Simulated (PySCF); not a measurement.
CH₆GeO₂Si, SMILES [O]1[SiH2][O][GeH]1[CH3]. Geometry optimised at PBE0-D3(BJ)/def2-SVP. The structure was generated by enumeration, and PubChem lists no compound with its InChIKey, so it may never have been made.

Give the equilibrium geometry at PBE0-D3(BJ)/def2-SVP (PySCF confirms it by a frequency run) as a Z-matrix. (Estimate from the structure and the level; the computed values follow.)


```
Ge
O 1 1.8195
Si 2 1.6894 1 91.26
O 3 1.6894 2 92.89 1 0.52
H 3 1.4902 4 113.36 1 116.50
H 3 1.4907 5 109.88 2 127.86
H 1 1.5373 2 112.41 3 111.54
C 1 1.9271 7 115.67 2 -133.31
H 8 1.0983 1 109.53 7 179.48
H 8 1.0998 9 109.35 1 120.56
H 8 1.0998 9 109.34 10 118.94
```
Charge 0, spin multiplicity 1.
